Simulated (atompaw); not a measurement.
# What the settings do to the PAW (atompaw) potential of Os (Z = 76)

Base potential:

atompaw 4.2.0.5 input, output lines left out:

```
Os 76
GGA-PBESOL scalarrelativistic loggrid 2001 logderivrange -9 5 351
6 6 5 4 0 0
6 1 0
5 2 6
0 0 0
c
c
c
c
v
v
c
c
c
v
v
c
c
v
c
3
2.60 2.30 2.55 2.50
n
n
y
0.25
n
y
0.1
n
custom polynom2 7 10 vanderbiltortho sinc
bessel
1.55
2.60
2.10
2.60
2.60
2.60
2.60
```

Cutoffs, loose and tight: the cutoffs (Ry, on a coarse ladder) from which the occupation-weighted sum of valence levels, in a spherical-Bessel basis at the reference potential, stays within 10 and 1 mRy of its value at 400 Ry. They see the waves, projectors and local potential, not the compensation charge or the core. A dash means not determined.

| change | outcome | cutoff, loose | cutoff, tight | bound ghosts |
| --- | --- | --- | --- | --- |
| base | generated | 35 Ry | 80 Ry | none |
| wave 5f channel at 0.1 Ry: rc 2.60 bohr becomes 5f channel at 1.07 Ry: rc 2.60 bohr | generated | 35 Ry | 80 Ry | none |
| local potential bessel scheme, radius 2.14 bohr | generated | 35 Ry | 80 Ry | none |
| augmentation besselshape compensation charge, radius 2.30 bohr; PAW radius 2.60 bohr; waves and projectors: custom polynom2 7 10 vanderbiltortho | generated | 35 Ry | 80 Ry | none |
| all radii scaled by about 1.23 (s 1.90, p 2.58, d 3.20, f 3.20 bohr); local potential bessel scheme, radius 3.14 bohr; augmentation sinc compensation charge, radius 2.84 bohr; PAW radius 3.20 bohr; waves and projectors: custom polynom2 7 10 vanderbiltortho; core correction smooth core density matched at 3.08 bohr | generated | 25 Ry | 55 Ry | none |
| functional LDA (PW92) | generated | 35 Ry | 80 Ry | none |
| augmentation sinc compensation charge, radius 2.30 bohr; PAW radius 2.60 bohr; waves and projectors: custom polynom vanderbiltortho | generated | 30 Ry | 40 Ry | none |
| core correction smooth core density matched at 1.48 bohr | generated | 35 Ry | 80 Ry | none |
| augmentation sinc compensation charge, radius 2.30 bohr; PAW radius 2.60 bohr; waves and projectors: custom polynom gramschmidtortho | generated | 30 Ry | 40 Ry | none |
| reference 5s2 5p6 5d7 6s1 6p0; added wave 5f channel at 2.05 Ry: rc 2.50 bohr | generated | 40 Ry | 90 Ry | none |
| wave 5f channel at 0.1 Ry: rc 2.60 bohr becomes 5f channel at 0.1 Ry: rc 1.48 bohr | generated | 35 Ry | 80 Ry | none |

(1) What comes out with this change to the base: wave 6s (bound): rc 2.60 bohr becomes 6s (bound): rc 1.46 bohr?

Answers

(1) outcome: generated; cutoff, loose: 35 Ry; cutoff, tight: 90 Ry; bound ghosts: none.
